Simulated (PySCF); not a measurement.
# One reaction down a group: F, Cl, I

The same gas-phase reaction for F, Cl, I:
- 2 GeF₂ + 3 GeH₄ → GeF₄ + 2 Ge₂H₆
- 2 GeCl₂ + 3 GeH₄ → GeCl₄ + 2 Ge₂H₆
- 2 GeI₂ + 3 GeH₄ → GeI₄ + 2 Ge₂H₆

Method: PySCF energies plus ideal-gas RRHO corrections (1 bar). † marks an energy on the PBE0/def2-TZVP geometry and frequencies; other levels use their own. MP2 and CCSD(T) freeze the core. All species are closed-shell singlets. I: scalar-relativistic def2 core potential, no spin-orbit coupling. Ge: all electrons, no relativistic terms. MP2 isn't extrapolated to the basis-set limit. CCSD(T) isn't extrapolated to the basis-set limit. The harmonic model lacks anharmonicity and excited electronic states, which grow with temperature; levels with a mode under 35 cm⁻¹ are left out. Internal rotation in Ge₂H₆ is treated as a harmonic vibration of one conformer, which makes the entropy rough. Soft modes under 120 cm⁻¹ make the harmonic entropy rough for GeI₂, GeI₄.

ΔH°(298 K) in kJ, by level:

```json
[
 {"level": "ωB97M-V/def2-TZVP†", "F": "-76.7", "Cl": "-114.8", "I": "-132.6"},
 {"level": "HF/def2-TZVP†", "F": "-97.8", "Cl": "-98.8", "I": "-93.1"},
 {"level": "CCSD(T)/def2-SVP†", "F": "-111.3", "Cl": "-137.7", "I": "-120.9"},
 {"level": "LDA/def2-TZVP†", "F": "-135.0", "Cl": "-166.3", "I": "-168.7"},
 {"level": "PBE/def2-SVP", "F": "-77.6", "Cl": "-97.1", "I": "-91.6"},
 {"level": "PBE/def2-TZVP†", "F": "-64.6", "Cl": "-90.4", "I": "-93.5"},
 {"level": "MP2/def2-TZVPP†", "F": "-149.4", "Cl": "-177.8", "I": "-193.3"}
]
```

At ωB97M-V/def2-TZVP†, ΔH° falls from F to I, over a range of 55.9 kJ; the steps are -38.1, -17.8 kJ. 4 of the 7 levels shown give the same order; HF/def2-TZVP†, CCSD(T)/def2-SVP†, PBE/def2-SVP order the members differently. The levels scatter most for I (101.7 kJ between the highest and the lowest) and least for F (84.8 kJ). ΔS°(298 K) runs from -294.0 to -290.8 J/K, so TΔS° at 298 K spreads over 1.0 kJ among the members, against 55.9 kJ for ΔH°.

Free energies at ωB97M-V/def2-TZVP†:

| member | ΔS°(298 K), J/K | ΔG°(298 K), kJ | ΔG°(1400 K), kJ | ΔG° changes sign |
|---|---|---|---|---|
| F | -291.1 | 10 | 299 | none from 298 to 2500 K |
| Cl | -294.0 | -27 | 263 | 298.15 to 400 K |
| I | -290.8 | -46 | 240 | 400 to 500 K |

The NASA 1993 table holds none of these reactions whole; the comparison is among the levels.
